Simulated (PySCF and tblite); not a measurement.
Results of a calculation; reference values are marked as such.
2 E/Z isomers of C4H5F3, numbered alike:

| isomer | SMILES | descriptors |
| --- | --- | --- |
| A | [F:1][CH2:2]/[CH:3]=[CH:4]/[CH:5]([F:6])[F:7] | 3=4 E |
| B | [F:1][CH2:2]/[CH:3]=[CH:4]\[CH:5]([F:6])[F:7] | 3=4 Z |

Protocol: conformer search, at most 6 conformers an isomer, GFN2-xTB geometries, energies CAM-B3LYP/pcSseg-1 (IEF-PCM, benzene) (D3(BJ) added where defined), GIAO shieldings CAM-B3LYP/pcSseg-1 (IEF-PCM, benzene), weights at 298.15 K with GFN2-xTB thermal terms. Programs: PySCF with density fitting and tblite.

Q: What shifts does each isomer give (ppm)?

A: 
A: ¹H (against TMS): 6.64 (H5, 1H), 6.37 (H3, 1H), 6.21 (H4, 1H), 5.53 (H2, 2H). ¹³C (against TMS): 146.2 (C3), 132.6 (C4), 123.2 (C5), 87.4 (C2).

B: ¹H (against TMS): 7.30 (H5, 1H), 6.02 (H4, 1H), 5.95 (H3, 1H), 5.72 (H2, 2H). ¹³C (against TMS): 145.3 (C3), 134.2 (C4), 120.8 (C5), 89.9 (C2).

Shifts are unscaled: against experiment ¹³C can be off by 15 ppm or more and ¹H by 0.8 ppm. The minima are those of GFN2-xTB; planar forms about aryl–S or allylic bonds may be saddles in DFT.
